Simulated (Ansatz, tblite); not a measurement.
Cost and result up the ladder for the cluster WO₄H₂ (7 atoms). The state is a singlet with charge 0. Geometry: PBE-D4/def2-SVP.

```xyz
7

W     0.1003   -0.1142    0.1832
O    -0.2274   -1.9878   -0.2758
O     0.5048    0.2653    1.8037
O     1.1631   -1.5858   -0.4281
O    -0.0139    1.3746   -0.9718
H    -1.5682   -0.2820    0.4751
H     0.0413    2.3299   -0.7863
```

Ansatz on 4 threads of Arm Neoverse V2 on a shared host; xTB runs through tblite on one thread. Times are rough, summed over both states, and most runs start from the orbitals of an earlier one. PBE0-D4/def2-TZVP serves as the yardstick here, not as an exact answer. The other state is a triplet.

In the def2 sets W takes a core potential; there is no spin–orbit coupling. The xTB rows come from tblite. The structure holds one bond between oxygen atoms, so isomers without such links may lie far lower. The structure comes from a short search, and lower isomers may exist.

xTB has no spin-polarisation term.

| level | functions | wall time |
| --- | --- | --- |
| GFN1-xTB | 29 | 0.007 s |
| GFN2-xTB | 27 | 0.007 s |
| PBE-D4/def2-TZVP | 176 | 4.2 s |
| PBE0-D4/def2-TZVP (with forces) | 176 | 6.6 s |
| r2SCAN-D4/def2-TZVP | 176 | 9.3 s |

(1) Estimate what each level gives for the vertical triplet (eV).

Answers

(1) 
| level | vertical triplet (eV) | difference from PBE0-D4/def2-TZVP (eV) |
| --- | --- | --- |
| GFN1-xTB | 4.71 | 1.48 |
| GFN2-xTB | 4.28 | 1.05 |
| PBE-D4/def2-TZVP | 3.23 | -0.01 |
| PBE0-D4/def2-TZVP (with forces) | 3.23 | 0.00 |
| r2SCAN-D4/def2-TZVP | 3.22 | -0.01 |
